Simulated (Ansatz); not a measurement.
Reaction (redistribution): `C[SiH](N)O[SiH3]` + `O[SiH2][SiH2]S` → `C[SiH](N)[SiH2]O` + `[SiH3]O[SiH2]S`

Computed with Ansatz on PBE0-D4/def2-TZVP structures; ΔE is electronic, products minus reactants. CCSD(T)/CBS adds triple-zeta CCSD(T) − MP2 to the extrapolated MP2 energy (def2 sets, frozen cores). Functionals use def2-TZVPP. B3LYP here is the variant with VWN-RPA as its local correlation; programs differ in this. One conformer a species, not always the lowest.

`C[SiH](N)O[SiH3]`:

Z-matrix (Å, degrees):
```
C
Si 1 1.854
H 1 1.094 2 110.7
H 1 1.092 2 111.0 3 120.2
H 1 1.092 2 110.6 3 -119.2
N 2 1.709 1 110.0 3 -57.2
O 2 1.649 1 106.7 3 67.0
H 2 1.485 1 113.2 3 -175.7
H 6 1.006 2 122.0 1 -158.0
H 6 1.006 2 122.8 1 44.1
Si 7 1.632 2 139.1 1 -142.7
H 11 1.488 7 110.8 2 72.7
H 11 1.484 7 108.4 2 -167.7
H 11 1.489 7 111.1 2 -47.8
```

`O[SiH2][SiH2]S`:

Cartesian coordinates in Å:
```
O 0.339 0.612 1.942
Si -0.191 1.205 0.496
Si 0.418 -0.366 -1.133
S 0.039 -2.278 -0.201
H 0.354 -0.348 2.004
H 0.419 2.545 0.312
H -1.676 1.356 0.471
H 1.882 -0.396 -1.388
H -0.300 -0.249 -2.431
H -1.285 -2.081 -0.071
```

`C[SiH](N)[SiH2]O`:

```xyz
14

C    -1.495    0.854   -0.883
Si   -0.149    0.651    0.399
N    -0.637   -0.662    1.444
Si    1.826   -0.241   -0.511
O     1.544   -1.874   -0.473
H    -1.232    1.645   -1.590
H    -1.640   -0.070   -1.447
H    -2.446    1.128   -0.417
H     0.039    1.956    1.106
H    -0.096   -0.830    2.280
H    -1.619   -0.748    1.663
H     3.046    0.100    0.277
H     2.087    0.178   -1.916
H     0.774   -2.088    0.068
```

`[SiH3]O[SiH2]S`:

Cartesian coordinates in Å:
```
Si 1.355 0.734 -0.809
O 0.727 -0.271 0.329
Si -0.661 -1.038 0.712
S -2.392 0.012 0.045
H 2.819 0.798 -0.585
H 0.768 2.091 -0.673
H 1.078 0.213 -2.172
H -0.739 -2.345 0.019
H -0.681 -1.193 2.183
H -2.274 0.999 0.950
```

| level | ΔE (kJ/mol) | difference from CCSD(T)/CBS |
| --- | --- | --- |
| PBE-D4 | 23.3 | -1.5 |
| ωB97X-V | 23.6 | -1.2 |
| ωB97M-V | 24.5 | -0.3 |
| PBE | 23.8 | -1.0 |
| PBE0 | 25.3 | 0.5 |
| B3LYP | 25.2 | 0.4 |
| HF/def2-QZVPP | 28.5 | 3.7 |
| MP2/def2-QZVPP | 23.7 | -1.1 |
| HF/CBS(def2) | 28.5 | 3.7 |
| CCSD/CBS(def2) | 25.6 | 0.8 |
| CCSD(T)/CBS | 24.8 | 0 |

Largest T1 diagnostic among the species: 0.012.

In def2-TZVPP, CCSD(T) changes the Hartree–Fock value by −4.6 kJ/mol (the triples alone add −0.8 kJ/mol) and MP2 by −5.3 kJ/mol.
